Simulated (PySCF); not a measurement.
**Basis and Hamiltonian dependence of the excitation energy of Kr²⁺**

Kr²⁺ [Ar] 3d10 4s2 4p4 (3P) → Kr²⁺ [Ar] 3d10 4s2 4p3 4d1 (5D). All values are computed (PySCF 2.14, energy differences of UHF-based or UKS calculations, no spin-orbit coupling). Values in eV.

```tsv
basis	Hamiltonian	functions	UHF	r2SCAN	PBE0	MP2 (valence)	CCSD(T) (valence)
aug-cc-pVDZ-DK	spin-free X2C	36	16.848	17.598	17.351	17.419	17.445
def2-TZVPPD	non-relativistic	57	15.856	16.600	16.373	16.388	16.497
aug-cc-pVTZ-DK	spin-free X2C	59	16.113	16.863	16.637	16.605	16.700
aug-cc-pVQZ-DK	spin-free X2C	93	16.069	16.811	16.591	16.606	16.705
aug-cc-pwCVTZ-PP with ECP10MDF	ECP	96	16.020	16.689	16.401	16.544	16.640
def2-QZVPPD	non-relativistic	98	15.835	16.574	16.356	16.385	16.493
```

Frozen in the all-electron rows: valence: [Ar] 3d10; with a core potential, the same shells as far as they lie outside it.

At CCSD(T) (valence), aug-cc-pVDZ-DK lies more than 0.3 eV from the median of the rows with comparable relativity.

Non-relativistic rows lack the scalar-relativistic shift.
